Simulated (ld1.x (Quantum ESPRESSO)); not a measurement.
What one change does to a pseudopotential (technetium (Tc), RRKJ)

```
Element                 : technetium (Tc)
Generator               : ld1.x (Quantum ESPRESSO) 7.5
Type                    : norm-conserving RRKJ (Kleinman–Bylander form)
Functional              : LDA (PZ)
Relativity              : scalar-relativistic
Frozen core             : [Kr]
Valence charge          : 7
Reference configuration : 4d6 5s1 5p0
Partial waves           : 5p (bound, empty): rc 4.15 bohr; 4d (bound): rc 1.65 bohr; 4f channel at 0.05 Ry: rc 4.35 bohr; 5s (bound): rc 2.95 bohr
Local potential         : the s channel
Core correction         : a·sin(br)/r model core inside 1.30 bohr
```

Change: core correction a·sin(br)/r model core inside 1.44 bohr.

Cutoffs: the cutoffs (Ry, on a coarse ladder) from which the occupation-weighted sum of valence levels, in a spherical-Bessel basis at the reference potential, stays within 10 and 1 mRy of its value at 400 Ry; they do not see the model core or the augmentation charge, which bear on the density cutoff. Errors are all-electron minus pseudo energies relative to the spin-unpolarised reference configuration.

Task: Predict the effect on cutoff, ghosts and configuration errors.

Result: The potential gets neither clearly harder nor softer (40 Ry and 50 Ry → 40 Ry and 50 Ry); of the 9 tests that both files solve, the error grows in 2 and shrinks in 0 by more than 15 % and 0.3 meV (median size 135.1 → 231.1 meV); neither file shows a bound ghost. A wider model core is smoother and lowers the density cutoff, which this test does not measure.

| quantity | base | changed |
| --- | --- | --- |
| cutoff, loose | 40 Ry | 40 Ry |
| cutoff, tight | 50 Ry | 50 Ry |
| bound ghosts | none | none |
| error for 4d5 5s2 5p0, meV [ΔE 0.87 eV] | -99 | -98 |
| error for 4d5 5s1 5p0, meV [ΔE 9.30 eV] | -84 | -83 |
| error for 4d5 5s0 5p0, meV [ΔE 24.50 eV] | -120 | -119 |
| error for 4d4 5s2 5p1, meV [ΔE 7.47 eV] | -518 | -509 |
| error for 4d4 5s0 5p0, meV [ΔE 53.43 eV] | -641 | -634 |
| error for 4d4 5s2 5p0, meV [ΔE 12.67 eV] | -428 | -420 |
| error for 4d5.5 5s1.5 5p0, meV [ΔE 0.27 eV] | -22 | -22 |
| error for 4d6 5s1 5p0 (spin-polarised), meV [ΔE -2.66 eV] | +136 | +231 |
| error for 4d5 5s2 5p0 (spin-polarised), meV [ΔE -2.63 eV] | +135 | +317 |
| s: phases at 4.69 bohr within 0.05 rad from the reference energy up to (Ry; the scan ends near 5) | 0.6 | 0.6 |
| p: phases at 4.69 bohr within 0.05 rad from the reference energy up to (Ry; the scan ends near 5) | 1.1 | 1.1 |
| d: phases at 4.69 bohr within 0.05 rad from the reference energy up to (Ry; the scan ends near 5) | 0.3 | 0.3 |
| f: phases at 4.69 bohr within 0.05 rad from the reference energy up to (Ry; the scan ends near 5) | 1.6 | 1.6 |
